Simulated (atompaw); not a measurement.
**What one change does to a pseudopotential (Er, PAW (atompaw))**

erbium, PAW, made with atompaw 4.2.0.5 (LDA (PW92), scalar-relativistic). Core [Kr] 4d10, reference 4f12 5s2 5p6 5d0 6s2 6p0. Waves: 5s (bound): rc 1.35 bohr; 6s (bound): rc 2.50 bohr; 5p (bound): rc 2.20 bohr; 6p (bound, empty): rc 2.90 bohr; 5d (bound, empty): rc 2.90 bohr; 5d channel at 0.65 Ry: rc 2.90 bohr; 4f (bound): rc 0.85 bohr; 4f channel at 3.8 Ry: rc 0.85 bohr. Local part: bessel scheme, radius 2.55 bohr. Core correction: smooth core density matched at 1.55 bohr. Augmentation charge: sinc compensation charge, radius 2.85 bohr; PAW radius 2.90 bohr; waves and projectors: custom polynom vanderbiltortho.

Change: wave 4f (bound): rc 0.85 bohr becomes 4f (bound): rc 2.72 bohr.

Cutoffs: the cutoffs (Ry, on a coarse ladder) from which the occupation-weighted sum of valence levels, in a spherical-Bessel basis at the reference potential, stays within 10 and 1 mRy of its value at 400 Ry; they do not see the model core or the augmentation charge, which bear on the density cutoff.

Q: What does the change do?

A: The range in which the f phases agree narrows (upper end at the end of the scan → 1.0); neither file shows a bound ghost.

| quantity | base | changed |
| --- | --- | --- |
| cutoff, loose | 300 Ry | 35 Ry |
| cutoff, tight | over 300 Ry | 60 Ry |
| loose cutoff by channel (10 mRy a level) | s 30 Ry, p 12 Ry, f 230 Ry | s 30 Ry, p 12 Ry, f 12 Ry |
| bound ghosts | none | none |
| s: phases at 2.90 bohr within 0.05 rad from the reference energy up to (Ry; the scan ends near 5) | 4.0 | 4.0 |
| p: phases at 2.90 bohr within 0.05 rad from the reference energy up to (Ry; the scan ends near 5) | to the end of the scan | to the end of the scan |
| d: phases at 2.90 bohr within 0.05 rad from the reference energy up to (Ry; the scan ends near 5) | 2.7 | 2.7 |
| f: phases at 2.90 bohr within 0.05 rad from the reference energy up to (Ry; the scan ends near 5) | to the end of the scan | 1.0 |
| lowest overlap eigenvalue by channel | s 0.23, p 0.60, d 0.95, f 1.00 | s 0.23, p 0.60, d 0.95, f 1.00 |

 The cutoffs see the waves, projectors and local potential, not the compensation charge or the core.
